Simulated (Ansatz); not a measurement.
The inner images of a band of Cl₂FH₄HfNO (10 atoms, charge 0, multiplicity 1) are given out of order.

Computed with RKS PBE-D4/def2-SVP in Ansatz 0.2.0.

Initial state:

```xyz
10
Properties=species:S:1:pos:R:3
Hf 0.008 0.158 0.238
N -0.165 -0.081 2.273
H -1.056 0.050 2.768
H 0.384 -0.770 2.801
F 1.835 -0.003 -0.377
Cl -1.627 1.623 -0.674
Cl -0.771 -1.943 -0.556
O 1.040 2.148 1.098
H 1.993 2.231 0.896
H 0.977 1.842 2.033
```

Final state:

```xyz
10
Properties=species:S:1:pos:R:3
Hf 0.354 0.446 0.051
N -0.353 0.277 2.387
H -1.297 0.655 2.553
H -0.345 -0.688 2.745
F 1.023 0.666 -1.740
Cl -1.817 1.427 -0.224
Cl 0.599 -1.930 0.266
O 1.704 1.548 0.942
H 2.452 2.031 0.552
H 0.300 0.823 2.968
```

Q: Put them in order from the first end to the last, with their energies above the first end.
A.
```xyz
10
Properties=species:S:1:pos:R:3
Hf 0.019 0.200 0.184
N -0.102 0.019 2.265
H -0.999 0.169 2.747
H 0.377 -0.744 2.760
F 1.784 0.050 -0.578
Cl -1.621 1.607 -0.788
Cl -0.750 -1.972 -0.389
O 1.038 2.092 1.179
H 1.996 2.248 1.083
H 0.877 1.590 2.038
```
B.
```xyz
10
Properties=species:S:1:pos:R:3
Hf 0.360 0.461 0.055
N -0.379 0.298 2.379
H -1.404 0.345 2.475
H -0.073 -0.571 2.838
F 0.978 0.668 -1.757
Cl -1.768 1.553 -0.170
Cl 0.525 -1.922 0.246
O 1.782 1.469 0.932
H 2.589 1.877 0.575
H 0.008 1.079 2.927
```
C.
```xyz
10
Properties=species:S:1:pos:R:3
Hf 0.268 0.457 0.052
N -0.207 0.193 2.369
H -1.179 0.238 2.702
H 0.195 -0.676 2.750
F 1.696 0.158 -1.196
Cl -1.485 1.717 -0.925
Cl -0.471 -1.852 0.084
O 1.358 1.753 1.112
H 2.117 2.277 0.807
H 0.327 0.993 2.746
```
D.
```xyz
10
Properties=species:S:1:pos:R:3
Hf 0.330 0.455 0.045
N -0.338 0.280 2.378
H -1.345 0.244 2.589
H 0.074 -0.571 2.787
F 1.272 0.528 -1.632
Cl -1.682 1.641 -0.423
Cl 0.188 -1.940 0.233
O 1.659 1.527 1.021
H 2.399 2.011 0.615
H 0.062 1.081 2.888
```
E.
```xyz
10
Properties=species:S:1:pos:R:3
Hf 0.306 0.462 0.049
N -0.285 0.237 2.379
H -1.277 0.225 2.652
H 0.125 -0.633 2.748
F 1.527 0.353 -1.434
Cl -1.577 1.690 -0.708
Cl -0.122 -1.914 0.187
O 1.511 1.646 1.082
H 2.233 2.167 0.689
H 0.177 1.025 2.857
```
F.
```xyz
10
Properties=species:S:1:pos:R:3
Hf 0.185 0.422 0.058
N -0.102 0.154 2.339
H -1.039 0.257 2.749
H 0.341 -0.670 2.763
F 1.770 0.083 -0.961
Cl -1.566 1.660 -0.944
Cl -0.648 -1.847 -0.105
O 1.159 1.871 1.112
H 2.025 2.301 1.048
H 0.493 1.025 2.441
```
G.
```xyz
10
Properties=species:S:1:pos:R:3
Hf 0.063 0.285 0.121
N -0.070 0.122 2.290
H -0.998 0.222 2.727
H 0.372 -0.691 2.741
F 1.742 0.111 -0.797
Cl -1.615 1.616 -0.877
Cl -0.694 -1.942 -0.231
O 1.071 1.951 1.230
H 1.996 2.253 1.203
H 0.751 1.329 2.093
```

A: A (+0.5 kcal/mol), G (+2.2 kcal/mol), F (-13.4 kcal/mol), C (-19.9 kcal/mol), E (-22.8 kcal/mol), D (-25.1 kcal/mol), B (-25.8 kcal/mol).

Time of the run: 4.9 min on 4 threads of Arm Neoverse V2 (shared host), peak memory 0.2 GiB.
